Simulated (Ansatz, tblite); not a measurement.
Removing and adding an electron: MoI₄. Total charge 0; triplet. Geometry: r2SCAN-D4/def2-SVP. Ansatz, gas phase; energy differences of separate SCF runs; the oxidised species is a doublet (the quartet lies 1.15 eV higher at PBE0-D4/def2-TZVP); the reduced species is a quartet (the doublet lies 0.25 eV higher at PBE0-D4/def2-TZVPD).

Cartesian coordinates in Å:
```
Mo 0.000 0.000 0.000
I 1.954 -0.958 -1.401
I 0.218 2.576 0.137
I 0.077 -1.001 2.386
I -2.250 -0.617 -1.122
```

In the def2 sets I, Mo take a core potential; there is no spin–orbit coupling. The xTB rows come from tblite. HOMO above LUMO, or a gap near zero within one spin, warns that the state may not be the lowest or that an electron is smeared out.

Q: Estimate orbital energies and vertical ionisation energies and electron affinities at: GFN1-xTB; GFN2-xTB; PBE-D4/def2-TZVP; PBE-D4/def2-TZVPD; r2SCAN-D4/def2-TZVP; r2SCAN-D4/def2-TZVPD; PBE0-D4/def2-TZVP; PBE0-D4/def2-TZVPD.

A: 
```
               level  −HOMO (eV)  vertical IE (eV)  −LUMO (eV)  vertical EA (eV)  HOMO–LUMO gap (eV)  IE − EA (eV)                                     remarks
            GFN1-xTB           –             11.59           –              5.30                   –          6.29                                           –
            GFN2-xTB           –             12.75           –              7.08                   –          5.66                                           –
    PBE-D4/def2-TZVP        5.29              7.48        4.19                 –                1.10             –  gap within one spin near zero (+1 doublet)
   PBE-D4/def2-TZVPD        5.31                 –        4.21              2.15                1.10             –  gap within one spin near zero (-1 quartet)
 r2SCAN-D4/def2-TZVP        5.79              7.86        4.33                 –                1.47             –                                           –
r2SCAN-D4/def2-TZVPD        5.80                 –        4.33              2.39                1.46             –                                           –
   PBE0-D4/def2-TZVP        6.80              8.12        3.75                 –                3.05             –                                           –
  PBE0-D4/def2-TZVPD        6.81                 –        3.76              2.60                3.05             –                                           –
```

   HOMO and LUMO are the levels of the spin that leaves or enters (xTB has no such levels and no spin-polarisation term). Other spin states of the ions may lie lower, which would lower the ionisation energy or raise the affinity. Raw xTB energy differences between charge states are shifted by several eV; the methods need an empirical correction for them.
